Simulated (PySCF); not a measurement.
C4H8FNSi2.
Atom-mapped SMILES: `[N:1]#[C:2][Si@@H:3]1[CH2:4][CH2:5][CH2:6][Si@H:7]1[F:8]` (hydrogens: H9 on Si3; H10, H11 on C4; H12, H13 on C5; H14, H15 on C6; H16 on Si7)

Structure used (GFN2-xTB), in Å, numbered top down from 1:
```xyz
16
C4H8FNSi2 angstrom
N      2.836    2.065   -1.407
C      2.238    1.501   -0.607
Si     1.233    0.600    0.685
C      0.830   -1.137   -0.027
C     -0.482   -1.061   -0.817
C     -1.601   -0.401   -0.003
Si    -0.977    1.273    0.678
F     -1.577    1.474    2.171
H      2.112    0.542    1.859
H      1.620   -1.531   -0.665
H      0.709   -1.847    0.795
H     -0.317   -0.483   -1.731
H     -0.787   -2.066   -1.120
H     -2.492   -0.307   -0.623
H     -1.870   -1.054    0.830
H     -1.483    2.442   -0.029
```

Computed, not measured: PySCF, TDDFT wB97X-D/def2-SVPD, vertical, gas phase, core orbitals frozen in the response.

Ground-to-excited transition dipoles (e·a0, same axes as the geometry; the sign carries no meaning), for the states with f of 0.002 or more among the lowest 7:

```
state  E (hartree)      μx      μy      μz
   S1       0.2091  -0.138   0.043  -0.238
   S2       0.2449   0.441   0.622   0.082
   S3       0.2556  -0.233  -0.220  -0.022
   S4       0.2638   0.469  -0.068   0.205
   S5       0.2686   0.470  -0.298  -0.138
   S6       0.2699   0.362   0.456  -0.312
   S7       0.2750   0.180  -0.203  -0.123
```

Work out the oscillator strengths.

f = (2/3) ΔE |μ|² with ΔE in hartree (27.2114 eV).

```json
{"state": "S1", "|μ|² (au)": "0.078", "|μ| (D)": "0.71", "f": "0.011"}
{"state": "S2", "|μ|² (au)": "0.588", "|μ| (D)": "1.95", "f": "0.096"}
{"state": "S3", "|μ|² (au)": "0.103", "|μ| (D)": "0.82", "f": "0.018"}
{"state": "S4", "|μ|² (au)": "0.267", "|μ| (D)": "1.31", "f": "0.047"}
{"state": "S5", "|μ|² (au)": "0.329", "|μ| (D)": "1.46", "f": "0.059"}
{"state": "S6", "|μ|² (au)": "0.436", "|μ| (D)": "1.68", "f": "0.079"}
{"state": "S7", "|μ|² (au)": "0.089", "|μ| (D)": "0.76", "f": "0.016"}
```

Which bond between heavy atoms lies closest to the direction of the S2 transition dipole?

C6–Si7, at 21° from it; next Si3–C4 at 27°.

What angle do the transition dipoles of S1 and S2 make?

|cos θ| = |μa·μb| / (|μa| |μb|) = 0.25, so θ ≈ 75° (taken between 0 and 90°, since the signs are arbitrary).

One conformer stands for the species.
